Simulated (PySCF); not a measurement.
Where the electron goes

C3H5F3Si.
Structure used (GFN2-xTB), in Å, numbered top down from 1:
```
atom  x, y, z in Å
F1    -1.8545   -1.5175    0.2474
C2    -1.5019   -0.2298   -0.0205
F3    -1.6393    0.4291    1.1550
C4    -0.0850   -0.1441   -0.5250
F5    -0.0836   -0.3783   -1.8876
C6     0.7635    1.0607   -0.1056
Si7    1.4389   -0.5846    0.5325
H8    -2.2392    0.1712   -0.7344
H9     1.2438    1.5567   -0.9386
H10    0.2784    1.7676    0.5531
H11    1.1505   -0.9468    1.9033
H12    2.5296   -1.1848   -0.2057
```

Computed, not measured: TDDFT B3LYP/def2-SVPD, vertical, gas phase, core orbitals frozen in the response (PySCF 2.14.0, density-fitted response routines).

Kohn–Sham orbitals with the atoms that hold most of them (Löwdin shares over 4%, at most four atoms; ? is withheld):

```tsv
orbital	ε (eV)	atoms
HOMO-3	-10.43	Si7 35%, H12 24%, H11 19%, C6 10%
HOMO-2	-9.99	F1 27%, F3 17%, C2 15%, C4 10%
HOMO-1	-8.52	?
HOMO	-7.30	C4 27%, Si7 27%, C6 17%, F5 12%
LUMO	-0.66	?
LUMO+1	0.22	Si7 32%, H12 19%, H11 10%, C6 7%
LUMO+2	0.41	Si7 28%, H11 14%, F5 13%, C4 11%
```

Task: Give the leading atoms of the LUMO.

Result: Si7 (bonded to 2 C and 2 H) 45%; C6 (bonded to C, Si and 2 H) 14%; H12 (bonded to Si) 11%; H11 (bonded to Si) 11%. By element: silicon 45%, hydrogen 22% or more, carbon 14% or more.

Task: Give the leading atoms of the HOMO-1.

Result: C6 (bonded to C, Si and 2 H) 34%; C4 (bonded to 2 C, F and Si) 19%; F5 (bonded to C) 16%; Si7 (bonded to 2 C and 2 H) 12%. By element: carbon 53% or more, fluorine 16% or more, silicon 12%.

Task: How does S1 compare with the orbital gap of 6.64 eV?

Result: S1 is at 6.13 eV (f = 0.189), 0.51 eV below the gap, made of HOMO→LUMO (92%). 

Task: One configuration dominates each of S1 and S2. Which, and how do the shares of the two leading atoms of either orbital change from the occupied to the empty one?

Result: 
- S1 (6.13 eV, f 0.189), HOMO→LUMO (92%): C4 27% → at most 11%, Si7 27% → 45%, C6 17% → 14%
- S2 (6.40 eV, f 0.0047), HOMO→LUMO+1 (72%): C4 27% → at most 7%, Si7 27% → 32%, H12 at most 12% → 19%

Löwdin shares depend on the basis, the more so with diffuse functions.

Time: 57 s wall (with the writing of density and orbital grids); peak memory 0.76 GiB. Hardware: one thread of an Arm Neoverse N1, shared host with 64 logical CPUs at a one-minute load of 61.

One conformer stands for the species.
